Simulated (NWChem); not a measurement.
System: C$_{4}$H$_{7}$B; SMILES C(=C)BC=C

Input file for NWChem:

```
start job
memory heap 200 mb stack 900 mb global 1100 mb
geometry units angstroms noautosym nocenter noautoz
  B     -0.772085     0.037763     0.042142
  H     -1.904994     0.473989     0.087343
  C     -0.557068    -1.501854     0.015409
  C      0.653358    -2.086152    -0.031570
  H     -1.429533    -2.167458     0.036332
  H      0.783855    -3.174374    -0.049563
  H      1.576256    -1.495947    -0.054323
  C      0.378925     1.074606     0.015144
  C      0.121726     2.394887     0.037849
  H      1.433987     0.772307    -0.022506
  H      0.910815     3.155867     0.019923
  H     -0.909128     2.764803     0.075578
end
basis spherical
  * library 6-31+g*
end
dft
  xc pbe0
  iterations 150
end
property
  response 1 0.0428
end
task dft property
```

Parts of the log:

```
             Northwest Computational Chemistry Package (NWChem) 7.3.0
             --------------------------------------------------------

                             Geometry "geometry" -> ""
                             -------------------------

 Output coordinates in angstroms (scale by  1.889725989 to convert to a.u.)

  No.       Tag          Charge          X              Y              Z
 ---- ---------------- ---------- -------------- -------------- --------------
    1 B                    5.0000    -0.77208500     0.03776300     0.04214200
    2 H                    1.0000    -1.90499400     0.47398900     0.08734300
    3 C                    6.0000    -0.55706800    -1.50185400     0.01540900
    4 C                    6.0000     0.65335800    -2.08615200    -0.03157000
    5 H                    1.0000    -1.42953300    -2.16745800     0.03633200
    6 H                    1.0000     0.78385500    -3.17437400    -0.04956300
    7 H                    1.0000     1.57625600    -1.49594700    -0.05432300
    8 C                    6.0000     0.37892500     1.07460600     0.01514400
    9 C                    6.0000     0.12172600     2.39488700     0.03784900
   10 H                    1.0000     1.43398700     0.77230700    -0.02250600
   11 H                    1.0000     0.91081500     3.15586700     0.01992300
   12 H                    1.0000    -0.90912800     2.76480300     0.07557800

 Effective nuclear repulsion energy (a.u.)     135.0068992711

                              NWChem Property Module
                              ----------------------

                                 NWChem DFT Module
                                 -----------------

 Summary of "ao basis" -> "ao basis" (spherical)
 ------------------------------------------------------------------------------
       Tag                 Description            Shells   Functions and Types
 ---------------- ------------------------------  ------  ---------------------
 B                          6-31+g*                  8       18   4s3p1d
 H                          6-31+g*                  2        2   2s
 C                          6-31+g*                  8       18   4s3p1d

            General Information
            -------------------
          SCF calculation type: DFT
          Wavefunction type:  closed shell.
          No. of atoms     :    12
          No. of electrons :    36
           Alpha electrons :    18
            Beta electrons :    18
          Charge           :     0
          Spin multiplicity:     1
          Use of symmetry is: off; symmetry adaption is: off
          Maximum number of iterations: 150
          AO basis - number of functions:   104
                     number of shells:    54
          Convergence on energy requested:  1.00D-06
          Convergence on density requested:  1.00D-05
          Convergence on gradient requested:  5.00D-04

              XC Information
              --------------
                         PBE0 Method XC Functional
                     Hartree-Fock (Exact) Exchange  0.250
          PerdewBurkeErnzerhof Exchange Functional  0.750
            Perdew 1991 LDA Correlation Functional  1.000 local
           PerdewBurkeErnz. Correlation Functional  1.000 non-local

             Grid Information
             ----------------
          Grid used for XC integration:  medium
          Radial quadrature: Mura-Knowles
          Angular quadrature: Lebedev.
          Tag              B.-S. Rad. Rad. Pts. Rad. Cut. Ang. Pts.
          ---              ---------- --------- --------- ---------
          B                   0.85       49          12.0       434
          H                   0.35       45          15.0       434
          C                   0.70       49          15.0       434
          Grid pruning is: on
          Number of quadrature shells:   560
          Spatial weights used:  Erf1

      Superposition of Atomic Density Guess
      -------------------------------------

 Sum of atomic energies:        -178.67149248

      Non-variational initial energy
      ------------------------------

 Total energy =    -181.546934
 1-e energy   =    -504.353553
 2-e energy   =     187.799720
 HOMO         =      -0.335622
 LUMO         =      -0.093546

   convergence    iter        energy       DeltaE   RMS-Dens  Diis-err
 ---------------- ----- ----------------- --------- --------- ---------
 d= 0,ls=0.0,diis     1   -181.1534520396 -3.16D+02  1.15D-02  3.45D-01
 d= 0,ls=0.0,diis     2   -181.1803163722 -2.69D-02  6.44D-03  1.37D-01
 d= 0,ls=0.0,diis     3   -181.1859592642 -5.64D-03  2.62D-03  9.52D-02
 d= 0,ls=0.0,diis     4   -181.1989631551 -1.30D-02  4.22D-04  1.29D-03
 d= 0,ls=0.0,diis     5   -181.1991371194 -1.74D-04  1.01D-04  8.55D-05
  Resetting Diis
 d= 0,ls=0.0,diis     6   -181.1991496076 -1.25D-05  1.91D-05  1.59D-06
 d= 0,ls=0.0,diis     7   -181.1991498173 -2.10D-07  1.73D-05  2.35D-07
 d= 0,ls=0.0,diis     8   -181.1991498034  1.39D-08  7.54D-06  3.23D-07

         Total DFT energy =     -181.199149803360
      One electron energy =     -509.174384684285
           Coulomb energy =      221.009377877208
    Exchange-Corr. energy =      -28.041042267389
 Nuclear repulsion energy =      135.006899271106

 Numeric. integr. density =       36.000035503097

                       DFT Final Molecular Orbital Analysis
                       ------------------------------------

 Vector   16  Occ=2.000000D+00  E=-3.233731D-01
              MO Center= -3.4D-01,  5.2D-01,  3.3D-02, r^2= 3.5D+00
   Bfn.  Coefficient  Atom+Function         Bfn.  Coefficient  Atom+Function
  ----- ------------  ---------------      ----- ------------  ---------------
    65     -0.305131   8 C  px                3      0.296446   1 B  px
    48     -0.191376   4 C  s                20     -0.189334   2 H  s
    19     -0.167771   2 H  s                66     -0.161722   8 C  py
   100     -0.162251  10 H  s                99     -0.152918  10 H  s
    69     -0.148508   8 C  px                4      0.144936   1 B  py

 Vector   17  Occ=2.000000D+00  E=-3.166963D-01
              MO Center=  2.4D-02, -9.5D-02,  1.3D-02, r^2= 4.0D+00
   Bfn.  Coefficient  Atom+Function         Bfn.  Coefficient  Atom+Function
  ----- ------------  ---------------      ----- ------------  ---------------
    25      0.274816   3 C  pz               67      0.271270   8 C  pz
    43      0.247193   4 C  pz               85      0.235983   9 C  pz
    71      0.171760   8 C  pz                5      0.169792   1 B  pz
    29      0.168839   3 C  pz               47      0.158658   4 C  pz
    89      0.144839   9 C  pz                9      0.073356   1 B  pz

 Vector   18  Occ=2.000000D+00  E=-2.849617D-01
              MO Center=  1.6D-01,  3.3D-02,  9.5D-03, r^2= 4.8D+00
   Bfn.  Coefficient  Atom+Function         Bfn.  Coefficient  Atom+Function
  ----- ------------  ---------------      ----- ------------  ---------------
    85     -0.296890   9 C  pz               43      0.289300   4 C  pz
    67     -0.276693   8 C  pz               25      0.271113   3 C  pz
    89     -0.200699   9 C  pz               47      0.190195   4 C  pz
    29      0.181469   3 C  pz               71     -0.177645   8 C  pz
    33      0.042873   3 C  pz               75     -0.036141   8 C  pz

 Vector   19  Occ=0.000000D+00  E=-7.665046D-02
              MO Center= -1.6D-01, -5.1D-02,  2.0D-02, r^2= 4.9D+00
   Bfn.  Coefficient  Atom+Function         Bfn.  Coefficient  Atom+Function
  ----- ------------  ---------------      ----- ------------  ---------------
     5      0.350240   1 B  pz               43     -0.304664   4 C  pz
     9      0.298057   1 B  pz               47     -0.297950   4 C  pz
    85     -0.279548   9 C  pz               89     -0.270918   9 C  pz
    51     -0.241935   4 C  pz               93     -0.217106   9 C  pz
    13      0.144893   1 B  pz               29      0.121840   3 C  pz

 Vector   20  Occ=0.000000D+00  E=-2.207653D-03
              MO Center=  1.9D-01,  2.3D-01,  1.1D-02, r^2= 6.9D+00
   Bfn.  Coefficient  Atom+Function         Bfn.  Coefficient  Atom+Function
  ----- ------------  ---------------      ----- ------------  ---------------
    75      0.653420   8 C  pz               93     -0.594054   9 C  pz
    33     -0.535202   3 C  pz               51      0.503881   4 C  pz
    71      0.359376   8 C  pz               89     -0.337255   9 C  pz
    29     -0.327344   3 C  pz               67      0.291292   8 C  pz
    25     -0.277879   3 C  pz               85     -0.271562   9 C  pz

 Vector   21  Occ=0.000000D+00  E= 1.412649D-02
              MO Center=  8.6D-01, -7.2D-01, -2.2D-02, r^2= 1.5D+01
   Bfn.  Coefficient  Atom+Function         Bfn.  Coefficient  Atom+Function
  ----- ------------  ---------------      ----- ------------  ---------------
    48      4.425863   4 C  s                10     -3.854082   1 B  s
    72      3.835290   8 C  s                90     -2.724202   9 C  s
    30     -2.455431   3 C  s                49     -1.204518   4 C  px
    32      1.093906   3 C  py               31     -0.992398   3 C  px
    74      0.986625   8 C  py               50      0.900311   4 C  py

     Multipole analysis of the density
     ---------------------------------

     L   x y z        total         alpha         beta         nuclear
     -   - - -        -----         -----         ----         -------
     0   0 0 0     -0.000000    -18.000000    -18.000000     36.000000

     1   1 0 0      0.375536      0.015351      0.015351      0.344835
     1   0 1 0     -0.030991      0.166935      0.166935     -0.364861
     1   0 0 1     -0.013323     -0.502229     -0.502229      0.991135

     2   2 0 0    -23.079931    -48.747220    -48.747220     74.414509
     2   1 1 0     -0.098527      0.475888      0.475888     -1.050303
     2   1 0 1     -0.083880      1.210637      1.210637     -2.505153
     2   0 2 0    -19.977384   -217.880723   -217.880723    415.784061
     2   0 1 1      0.070604     -2.395646     -2.395646      4.861895
     2   0 0 2    -26.016053    -13.092353    -13.092353      0.168652

 *** CALLING NEW AORESP DRIVER FOR CLOSED AND OPEN SHELLS ***
 Entering AOResponse driver routine

--------------------------------------------------------------------------------

          -----------------------------------------------
          Solving response equations for perturbing field
          -----------------------------------------------

 number of frequencies:     1
 frequency in a.u.:  0.4280000E-01
 Perturbing field: electric
 Using El. Dipole Length Gauge

 Setting up CPKS with frequency omega =      0.04280000 a.u.

                            NWChem Dynamic CPHF Module
                            --------------------------

    scftype = RHF
    nclosed =   18
      nopen =    0
  variables =     3096
  num. vecs =        3
  tolerance =   1.0D-04
  max. iter =   50

 SCF residual:    1.6605630088974854E-004

Iterative solution of linear equations
  No. of variables     3096
  No. of equations        3
  Maximum subspace       30
       Convergence  1.0D-04

   iter   nsub   residual    time
   ----  ------  --------  ---------
     1      3    5.31D+00      36.0
     2      6    3.01D+00      44.7
     3      9    2.37D-01      53.2
     4     12    1.41D-01      61.8
     5     15    2.47D-02      70.1
     6     18    5.68D-03      78.4
     7     21    1.16D-03      86.7
     8     24    1.28D-04      94.7
     9     27    1.64D-05     102.9

 Electric Dipole Response Matrix (nonzero elements):

              1        2        3
    1   63.5015  -6.9084  -0.9284
    2   -6.9084  96.6489   0.9045
    3   -0.9284   0.9045  38.2709

 ------------------------------------------
 average:        66.14046 + I       0.00000

 DFT Linear Response polarizability / au
 Frequency  =       0.0428000 / au
 Wavelength =    1064.5643224 / nm
              X              Y              Z
 -----------------------------------------------
 X      63.5015260     -6.9084226     -0.9283533
 Y      -6.9084301     96.6489415      0.9044683
 Z      -0.9283543      0.9044689     38.2709212
 -----------------------------------------------
 Eigenvalues =      62.1418110     98.0502485     38.2293292
 Isotropic   =      66.1404629
 Anisotropic =      52.1524930
 -----------------------------------------------

 Magnetic Dipole Response Matrix (nonzero elements):
```

Level: PBE0/6-31+G* (spherical d). Structure relaxed at the PBE0/def2-SVP level.
